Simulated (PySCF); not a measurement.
## CuS at PBE0

Computed with PBE0; basis Cu def2-TZVPP, S def2-TZVPP; no relativity; PySCF 2.14.

For CuS, the state is ⁴Σ⁻ (quartet), unpaired electrons σ ↑, π ↑↑, a second solution, started from another occupation. The bond length is 4.031 bohr. The harmonic wavenumber is 332 cm⁻¹, the force constant is 1.38 mdyn/Å and the rotational constant Be is 0.1748 cm⁻¹. The anharmonicity ωexe is 3.35 cm⁻¹. The vibration–rotation constant αe is 0.00178 cm⁻¹. The energy of the minimum from ground-state Cu (3d10 4s1) + S is -0.84 eV, the bond order (Mayer) is 1.17 and the dipole moment (positive dipole means Cu(−)S(+)) is 1.42 D.

Counting both spins, an empty level lies below a filled one in this solution, because spin and occupation are held.
